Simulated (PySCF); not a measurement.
methyl (Z)-2,3-difluoroprop-2-enoate (C₄H₄F₂O₂), SMILES C(/C(OC)=O)(=C\F)F. Heavy atoms are numbered as in [CH3:1][O:2][C:3](=[O:4])/[C:5]([F:6])=[CH:7]/[F:8]. Hydrogens are named by the atom that carries them.

Coordinates come from a B3LYP-D3(BJ)/def2-SVP optimisation. One conformer was computed; it need not be the lowest.

The numbers are results of PBE/pcSseg-1 (PySCF), not measurements.

GIAO shieldings, no solvent; atoms alike by connectivity are averaged. δ = σ(ref) − σ: ¹³C against TMS (σ = 182.0 ppm); ¹⁷O against H2O (σ = 334.3 ppm); ¹⁹F against CFCl3 (σ = 133.6 ppm); ¹H against TMS (σ = 31.49 ppm), references at their B3LYP-D3(BJ)/def2-TZVP geometries, non-relativistic.

```csv
atoms,nucleus,count,δ (ppm)
C3,¹³C,1,166.0
C7 (CH),¹³C,1,155.2
C5,¹³C,1,(withheld)
C1 (CH3),¹³C,1,56.2
O4,¹⁷O,1,(withheld)
O2,¹⁷O,1,(withheld)
F8,¹⁹F,1,-156.3
F6,¹⁹F,1,(withheld)
H on C7,¹H,1,(withheld)
H on C1,¹H,3,4.12
```

Task: Some entries are withheld; supply them. (The exact figures need the calculation; the answer reports its results.)

Result: 
- O2, δ (ppm): 204.0
- C5, δ (ppm): 149.6
- O4, δ (ppm): 392.9
- F6, δ (ppm): -179.8
- H on C7, δ (ppm): 7.80
